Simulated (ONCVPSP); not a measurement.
## Ta (Z = 73): one change to an ONCV potential, before and after

* Element: Ta (Z = 73)
* Generator: ONCVPSP 4.0.1
* Type: optimised norm-conserving Vanderbilt (ONCV)
* Functional: PBEsol
* Relativity: scalar-relativistic
* Frozen core: [Kr] 4d10 4f14
* Valence charge: 13
* Reference configuration: 5s2 5p6 5d3 6s2
* Partial waves: 5s+6s: rc 1.70 bohr, ncon 4, nbas 9, qcut 9.2 1/bohr, 2 projectors; 5p: rc 1.75 bohr, ncon 4, nbas 9, qcut 7.8 1/bohr, 2 projectors, debl 2.6 Ha; 5d: rc 2.90 bohr, ncon 5, nbas 9, qcut 6.3 1/bohr, 1 projector
* Local potential: polynomial inside 1.50 bohr (lpopt 1, dvloc0 -1 Ha)
* Core correction: Teter function, fcfact 2.25, rcfact 1.45

All-electron outer shells of the reference configuration (PBEsol, scalar-relativistic, ld1.x):

```json
{"shell": "5s", "level (eV)": "-73.03", "outermost node (bohr)": "0.54", "outermost maximum (bohr)": "0.98"}
{"shell": "5p", "level (eV)": "-39.42", "outermost node (bohr)": "0.58", "outermost maximum (bohr)": "1.13"}
{"shell": "4f", "level (eV)": "-24.73", "outermost node (bohr)": "–", "outermost maximum (bohr)": "0.44"}
{"shell": "6s", "level (eV)": "-5.47", "outermost node (bohr)": "1.32", "outermost maximum (bohr)": "2.78"}
{"shell": "5d", "level (eV)": "-3.62", "outermost node (bohr)": "0.65", "outermost maximum (bohr)": "1.58"}
```

Change: d: rc 3.38.

Cutoffs: the cutoffs (Ha) at which the residual kinetic energy of the hardest occupied pseudo-wave falls to 1 and 0.1 mHa per electron; they do not see the model core or the augmentation charge, which bear on the density cutoff. Errors are all-electron minus pseudo energies relative to the spin-unpolarised reference configuration.

**Question.** Predict the effect on cutoff, ghosts and configuration errors.

**Answer.** The potential gets neither clearly harder nor softer (25 Ha and 30 Ha → 25 Ha and 30 Ha); of the 4 tests that both files solve, the error grows in 3 and shrinks in 0 by more than 15 % and 0.3 meV (median size 3.4 → 10.2 meV); neither file shows a bound ghost. More of the atom is replaced by a form fitted at one configuration, so other configurations suffer.

| quantity | base | changed |
| --- | --- | --- |
| cutoff, loose | 25 Ha | 25 Ha |
| cutoff, tight | 30 Ha | 30 Ha |
| loose cutoff by channel | s 25 Ha, p 19 Ha, d 12 Ha | s 25 Ha, p 19 Ha, d 10.0 Ha |
| bound ghosts | none | none |
| GHOST(+) flags under 300 eV | none | none |
| error for 5s2 5p6 5d3 6s1, meV [ΔE 8.51 eV] | -2.6 | -2.3 |
| error for 5s2 5p6 5d3 6s0, meV [ΔE 23.48 eV] | -3.3 | -5.8 |
| error for 5s2 5p6 5d2 6s0, meV [ΔE 47.09 eV] | -12 | -15 |
| error for 5s2 5p6 5d2 6s2 6p1, meV [ΔE 3.03 eV] | +3.5 | +18 |
| s: phases at 1.73 bohr within 0.05 rad from the reference energy up to (Ha; the scan ends near 5) | to the end of the scan | to the end of the scan |
| p: phases at 1.78 bohr within 0.05 rad from the reference energy up to (Ha; the scan ends near 5) | to the end of the scan | to the end of the scan |
| rms error of d²Exc/dni dnj with the model core, mHa | 2.07 | 2.11 |
